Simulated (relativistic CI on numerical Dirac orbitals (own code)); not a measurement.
## Radial parameters of W¹⁸⁺

Calculated at this level of theory: Dirac-Coulomb-Breit CI, separate exchange-only KLI orbitals for each configuration, a model potential for QED, unscaled Slater integrals (own radial code, finite nucleus).

Slater integrals F^k, G^k are unscaled and averaged over j, outside the closed core [Ar] 3d10; ζ comes from projecting the Hamiltonian with its Breit term on Σ l·s of the shell.

- 4s²4p⁶4d¹⁰4f¹⁰: F^2(4f,4f) = 198510, F^4(4f,4f) = 127570, F^6(4f,4f) = 92696, ζ(4f) = 5825.5 cm⁻¹; <r>(4f) = 0.511, <r^2>(4f) = 0.3065 (bohr units).
- 4s²4p⁶4d¹⁰4f⁹5s: F^2(4f,4f) = 201300, F^4(4f,4f) = 129480, F^6(4f,4f) = 94125, ζ(4f) = 6009.9, G^3(4f,5s) = 34443 cm⁻¹; <r>(4f) = 0.5051, <r^2>(4f) = 0.2992, <r>(5s) = 0.8915, <r^2>(5s) = 0.8844 (bohr units).
- 4s²4p⁶4d¹⁰4f⁸5s²: F^2(4f,4f) = 204320, F^4(4f,4f) = 131570, F^6(4f,4f) = 95683, ζ(4f) = 6196.7 cm⁻¹; <r>(4f) = 0.4989, <r^2>(4f) = 0.2915 (bohr units).

Averages of the first 10 configurations, taken without configuration mixing, which lowers the lowest level and can move excited configurations by several eV; other configurations of the list can lie among them:

| Configuration | Parity | States | Average energy above the lowest level (eV) |
| --- | --- | --- | --- |
| 4s²4p⁶4d¹⁰4f¹⁰ | even | 1001 | 13.3 |
| 4s²4p⁶4d¹⁰4f⁹5s | odd | 4004 | 31.6 |
| 4s²4p⁶4d¹⁰4f⁸5s² | even | 3003 | 57.5 |
| 4s²4p⁶4d⁹4f¹¹ | odd | 3640 | 235.9 |
| 4s²4p⁶4d⁸4f¹² | even | 4095 | 460.3 |
| 4s²4p⁶4d¹⁰4f⁹6s | odd | 4004 | 217.1 |
| 4s²4p⁵4d¹⁰4f¹¹ | even | 2184 | 439.2 |
| 4s4p⁶4d¹⁰4f¹¹ | odd | 728 | 590.1 |
| 4s²4p⁴4d¹⁰4f¹² | even | 1365 | 865.4 |
| 4p⁶4d¹⁰4f¹² | even | 91 | 1169.3 |
